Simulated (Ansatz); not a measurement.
Isolated molecules relaxed with PBE0-D4/def2-TZVP in Ansatz; ΔE leaves out vibrations. CCSD(T)/CBS is the MP2 limit (def2-TZVPP, def2-QZVPP) plus CCSD(T) − MP2 in def2-TZVPP, frozen cores. This one scheme is used for every species. DFT in def2-TZVPP. B3LYP here is the variant with VWN-RPA as its local correlation; programs differ in this. HSE06 is defined as in plane-wave codes. Elements past krypton have def2 core potentials. For Cd outer-core shells are correlated without core-valence functions, which leaves a few kJ/mol of doubt a bond. One conformer a species, not always the lowest.

`[OH][Cd][O][SiH3]` + CH₃SH → `C[S][Cd][OH]` + `O[SiH3]`  (ligand exchange at a Cd–O bond)

```json
{"level": "LDA (SPW92)", "ΔE (kJ/mol)": "-63.9", "difference from CCSD(T)/CBS": "-8.8"}
{"level": "PBE-D4", "ΔE (kJ/mol)": "-59.6", "difference from CCSD(T)/CBS": "-4.5"}
{"level": "BLYP-D4", "ΔE (kJ/mol)": "-52.3", "difference from CCSD(T)/CBS": "2.8"}
{"level": "B97M-V", "ΔE (kJ/mol)": "-48.6", "difference from CCSD(T)/CBS": "6.5"}
{"level": "PBE0-D4", "ΔE (kJ/mol)": "-60.8", "difference from CCSD(T)/CBS": "-5.7"}
{"level": "B3LYP-D4", "ΔE (kJ/mol)": "-54.1", "difference from CCSD(T)/CBS": "1.0"}
{"level": "r2SCANh-D4", "ΔE (kJ/mol)": "-56.8", "difference from CCSD(T)/CBS": "-1.7"}
{"level": "r2SCAN0-D4", "ΔE (kJ/mol)": "-58.6", "difference from CCSD(T)/CBS": "-3.5"}
{"level": "BHLYP-D4", "ΔE (kJ/mol)": "-54.0", "difference from CCSD(T)/CBS": "1.1"}
{"level": "CAM-B3LYP-D4", "ΔE (kJ/mol)": "-48.9", "difference from CCSD(T)/CBS": "6.2"}
{"level": "ωB97X-V", "ΔE (kJ/mol)": "-49.0", "difference from CCSD(T)/CBS": "6.1"}
{"level": "ωB97M-V", "ΔE (kJ/mol)": "-53.8", "difference from CCSD(T)/CBS": "1.3"}
{"level": "B2PLYP", "ΔE (kJ/mol)": "-50.8", "difference from CCSD(T)/CBS": "4.3"}
{"level": "PBE-QIDH", "ΔE (kJ/mol)": "-56.7", "difference from CCSD(T)/CBS": "-1.6"}
{"level": "PBE", "ΔE (kJ/mol)": "-59.1", "difference from CCSD(T)/CBS": "-4.0"}
{"level": "revPBE", "ΔE (kJ/mol)": "-57.6", "difference from CCSD(T)/CBS": "-2.5"}
{"level": "BLYP", "ΔE (kJ/mol)": "-51.3", "difference from CCSD(T)/CBS": "3.8"}
{"level": "r2SCAN", "ΔE (kJ/mol)": "-55.4", "difference from CCSD(T)/CBS": "-0.3"}
{"level": "PBE0", "ΔE (kJ/mol)": "-60.4", "difference from CCSD(T)/CBS": "-5.3"}
{"level": "B3LYP", "ΔE (kJ/mol)": "-53.2", "difference from CCSD(T)/CBS": "1.9"}
{"level": "r2SCANh", "ΔE (kJ/mol)": "-56.7", "difference from CCSD(T)/CBS": "-1.6"}
{"level": "r2SCAN0", "ΔE (kJ/mol)": "-58.5", "difference from CCSD(T)/CBS": "-3.4"}
{"level": "HSE06", "ΔE (kJ/mol)": "-60.8", "difference from CCSD(T)/CBS": "-5.7"}
{"level": "BHLYP", "ΔE (kJ/mol)": "-53.0", "difference from CCSD(T)/CBS": "2.1"}
{"level": "CAM-B3LYP", "ΔE (kJ/mol)": "-48.4", "difference from CCSD(T)/CBS": "6.7"}
{"level": "LC-ωPBE", "ΔE (kJ/mol)": "-48.6", "difference from CCSD(T)/CBS": "6.5"}
{"level": "RPA@PBE/def2-TZVPP", "ΔE (kJ/mol)": "-38.2", "difference from CCSD(T)/CBS": "16.9"}
{"level": "HF/def2-SVP", "ΔE (kJ/mol)": "-44.2", "difference from CCSD(T)/CBS": "10.9"}
{"level": "MP2/def2-SVP", "ΔE (kJ/mol)": "-42.8", "difference from CCSD(T)/CBS": "12.3"}
{"level": "CCSD(T)/def2-SVP", "ΔE (kJ/mol)": "-40.1", "difference from CCSD(T)/CBS": "15.0"}
{"level": "HF/def2-TZVPP", "ΔE (kJ/mol)": "-48.7", "difference from CCSD(T)/CBS": "6.4"}
{"level": "MP2/def2-TZVPP", "ΔE (kJ/mol)": "-52.9", "difference from CCSD(T)/CBS": "2.2"}
{"level": "CCSD/def2-TZVPP", "ΔE (kJ/mol)": "-46.3", "difference from CCSD(T)/CBS": "8.8"}
{"level": "CCSD(T)/def2-TZVPP", "ΔE (kJ/mol)": "-47.0", "difference from CCSD(T)/CBS": "8.1"}
{"level": "HF/def2-QZVPP", "ΔE (kJ/mol)": "-46.7", "difference from CCSD(T)/CBS": "8.4"}
{"level": "MP2/def2-QZVPP", "ΔE (kJ/mol)": "-56.9", "difference from CCSD(T)/CBS": "-1.8"}
{"level": "SCS-MP2/def2-QZVPP", "ΔE (kJ/mol)": "-50.0", "difference from CCSD(T)/CBS": "5.1"}
{"level": "HF/CBS(def2)", "ΔE (kJ/mol)": "-46.4", "difference from CCSD(T)/CBS": "8.7"}
{"level": "MP2/CBS(def2)", "ΔE (kJ/mol)": "-61.0", "difference from CCSD(T)/CBS": "-5.9"}
{"level": "CCSD/CBS(def2)", "ΔE (kJ/mol)": "-54.4", "difference from CCSD(T)/CBS": "0.7"}
{"level": "CCSD(T)/CBS", "ΔE (kJ/mol)": "-55.1", "difference from CCSD(T)/CBS": "0"}
```

Largest T1 diagnostic among the species: 0.016.

From r2SCAN to r2SCAN0 (25 % exact exchange), in def2-TZVPP and without D4, ΔE moves by −3.1 kJ/mol. Leaving LDA and LC-ωPBE aside and taking each functional with its dispersion term where it has one, the values, not all of them listed here, spread over 12.7 kJ/mol, from HSE06-D4 to B97M-V. LDA lies −4.8 kJ/mol from PBE without D4. At CCSD(T), def2-SVP lies +15.0 kJ/mol from the extrapolated value and def2-TZVPP +8.1 kJ/mol.
